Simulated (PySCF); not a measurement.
Constitutional and geometric isomers with formula CH3B2N. Isolated molecules, 0 K electronic values unless said otherwise. One relaxed conformer stands for each flexible species; it need not be the lowest. Strings in code marks are SMILES.

Excitations are Tamm–Dancoff values on a coarser integration grid. The basis has no diffuse functions, so Rydberg states are missing or too high.

A: `B=BN=C`
B: `B=NB=C`
C: `B1BC=1N`
D: `C=BB=N`

**Question.** Put the candidates in order of HOMO–LUMO gap, lowest first, for PBE0-D3(BJ)/def2-TZVP run with PySCF.

**Answer.** A (2.47 eV), B (4.34 eV), C (4.45 eV), D (4.51 eV)
